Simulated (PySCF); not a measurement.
C3H10OSi, charge +1, doublet, at a GFN2-xTB geometry (a state made from the parent by changing its charge; the spin is typed, not shown lowest). Base run: DF-SVWN5/3-21G (PySCF).

Input for PySCF:
```python
from pyscf import gto, scf, dft

mol = gto.M(
    atom='''
C     0.12889758    1.18880650   -1.44614808
Si   -0.12128230   -0.04285618    0.07100185
C    -0.86774393   -1.71675106   -0.33427049
C     1.81789469   -0.06613829    0.44863815
O    -0.95247691    0.62466483    1.25598572
H     0.69492992    0.70480773   -2.23158844
H     0.61870642    2.10594442   -1.14008169
H    -0.88328772    1.39366557   -1.77930953
H    -0.87921819   -2.36722949    0.53889432
H    -0.32671874   -2.23448098   -1.12289636
H    -1.90354716   -1.61899548   -0.65577031
H     2.35275218   -0.51625197   -0.37736860
H     2.19222867    0.93155161    0.64477867
H     1.89521572   -0.68415158    1.33664902
H    -0.91758359    1.45230531    1.73546366
''',
    basis='3-21g',
    charge=1,
    spin=1,
    verbose=4,
)

mf = dft.UKS(mol)
mf.xc = 'lda,vwn'
mf = mf.density_fit(auxbasis='def2-universal-jkfit')
mf.kernel()
```

Variants of this job, named by their change:

| change | basis functions | E (Eh) | HOMO (eV) | core-seconds (rough) |
|---|---|---|---|---|
| base | 69 | -479.35052 | -12.41 | 10 |
| basis = 6-31G | 69 | -481.81732 | -12.48 | 10 |
| basis = pcseg-0 | 69 | -481.08694 | -12.74 | 10 |
| basis = 6-31G* | 94 | -481.89608 | -12.45 | 10 |
| basis = 6-31+G* | 114 | -481.90277 | -12.57 | 20 |
| basis = def2-SVP | 124 | -481.69534 | -12.56 | 20 |
| basis = cc-pVDZ | 124 | -481.91827 | -12.44 | 20 |
| basis = pcseg-1 | 124 | -481.88608 | -12.68 | 20 |
| basis = 6-311G** | 158 | -482.00380 | -12.63 | 30 |
| basis = def2-SVPD | 187 | -481.71438 | -12.64 | 30 |
| basis = 6-311++G** | 188 | -482.00630 | -12.65 | 40 |
| basis = aug-pcseg-1 | 209 | -481.89952 | -12.62 | 30 |
| basis = def2-TZVP | 221 | -482.03413 | -12.61 | 40 |

Totals compare only among sets that treat the same electrons; sets with core potentials leave the core out.

Open shells are given as the SCF converged; they aren't shown to be the lowest states, and a large step between rows can be another state.
